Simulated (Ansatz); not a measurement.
Start from `[CH3][Zn][CH2]S` and change one atom or group to get `[CH3][Zn][CH2][AlH2]`.

Ansatz, PBE0-D4/def2-TZVP geometries, multiplicity 1. Each molecule was computed in one conformer, which needn't be the lowest.

Scalar relativity is left out up to krypton.

```json
{"property": "LUMO energy (B3LYP/def2-TZVPP) / eV", "`[CH3][Zn][CH2]S`": "-0.56"}
{"property": "LUMO energy (PBE/def2-TZVPP) / eV", "`[CH3][Zn][CH2]S`": "-1.06"}
{"property": "LUMO energy (PBE0/def2-TZVPP) / eV", "`[CH3][Zn][CH2]S`": "-0.29"}
{"property": "HOMO energy (PBE/def2-TZVPP) / eV", "`[CH3][Zn][CH2]S`": "-5.12"}
{"property": "HOMO energy (ωB97M-V/def2-TZVPP) / eV", "`[CH3][Zn][CH2]S`": "-8.43"}
{"property": "HOMO–LUMO gap (ωB97M-V/def2-TZVPP) / eV", "`[CH3][Zn][CH2]S`": "9.48"}
```

Give the same properties after the change, and the shifts. (Best estimate.)

The calculation gave: 
| property | `[CH3][Zn][CH2][AlH2]` | shift |
| --- | --- | --- |
| LUMO energy (B3LYP/def2-TZVPP) / eV | -1.41 | -0.85 |
| LUMO energy (PBE/def2-TZVPP) / eV | -1.96 | -0.90 |
| LUMO energy (PBE0/def2-TZVPP) / eV | -1.21 | -0.92 |
| HOMO energy (PBE/def2-TZVPP) / eV | -6.09 | -0.97 |
| HOMO energy (ωB97M-V/def2-TZVPP) / eV | -9.30 | -0.87 |
| HOMO–LUMO gap (ωB97M-V/def2-TZVPP) / eV | 9.62 | 0.14 |

B3LYP here is the variant with VWN-RPA as its local correlation; programs differ in this.
